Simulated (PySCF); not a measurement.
CH3Cl2OTa, SMILES [CH3][Ta](=[O])([Cl])[Cl], multiplicity 1. Atoms are numbered in the order given.

```xyz
8

Ta     0.0987     0.1288     0.0000
O      1.6590     0.8473     0.0000
Cl    -0.2711    -0.9922    -1.9956
Cl    -0.2711    -0.9922     1.9956
C     -1.1777     1.8467     0.0000
H     -0.9776     2.4660    -0.8917
H     -2.2385     1.5403     0.0000
H     -0.9776     2.4660     0.8917
```

Geometry optimised at B3LYP-D3(BJ)/def2-SVP. The multiplicity is an assumed one; no other spin state was optimised. The structure was generated by enumeration; whether it is a known compound was not checked. The def2 effective core potentials stand for the cores of Ta; spin–orbit coupling is left out.

Computed with B3LYP/def2-TZVP (PySCF).

Symmetry labels are those of the subgroup Cs that the program uses (full group Cs).

Computed valence orbital energies around the gap with their symmetry:
```tsv
orbital	symmetry	energy (eV)
HOMO−7	A'	-10.72
HOMO−6	A"	-10.31
HOMO−5	A'	-10.12
HOMO−4	A'	-9.96
HOMO−3	A"	-9.65
HOMO−2	A'	-9.42
HOMO−1	A"	-9.17
HOMO	A'	-8.93
LUMO	A"	-2.82
LUMO+1	A'	-2.36
LUMO+2	A'	-0.85
LUMO+3	A"	-0.78
```
